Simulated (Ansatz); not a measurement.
Reaction (hydrogenolysis of a C–Si bond): `CNC([SiH3])S` + H₂ → `CNCS` + SiH₄

Computed with Ansatz on PBE0-D4/def2-TZVP structures; ΔE is electronic, products minus reactants. CCSD(T)/CBS is the MP2 limit (def2-TZVPP, def2-QZVPP) plus CCSD(T) − MP2 in def2-TZVPP, frozen cores. This one scheme is used for every species. Functionals use def2-TZVPP. B3LYP here is the variant with VWN-RPA as its local correlation; programs differ in this. Each species was taken in one conformer, which may not be the lowest.

| level | ΔE (kcal/mol) |
| --- | --- |
| PBE-D4 | -4.9 |
| ωB97M-V | -6.2 |
| B2PLYP | -8.6 |
| r2SCAN | -6.5 |
| B3LYP | -10.8 |
| SCS-MP2/def2-TZVPP | -7.1 |
| CCSD/def2-TZVPP | -8.5 |
| MP2/CBS(def2) | -3.8 |

Question: What does CCSD(T)/CBS give? (Best estimate.)

Answer: Computed: -5.8 kcal/mol. The listed levels differ from it by 0.9, -0.4, -2.8, -0.7, -5.0, -1.3, -2.7, 2.0 kcal/mol.

Largest T1 diagnostic among the species: 0.011.

From PBE to PBE0 (25 % exact exchange), in def2-TZVPP and without D4, ΔE moves by −1.0 kcal/mol. The D4 term adds +4.1 kcal/mol with B3LYP and +2.3 kcal/mol with PBE0; it sums over pairs of atoms, weighted by their polarisabilities, and B3LYP, whose exchange is more repulsive, gets the larger term. In def2-TZVPP, CCSD(T) changes the Hartree–Fock value by +8.7 kcal/mol (the triples alone add +1.7 kcal/mol) and MP2 by +10.8 kcal/mol.
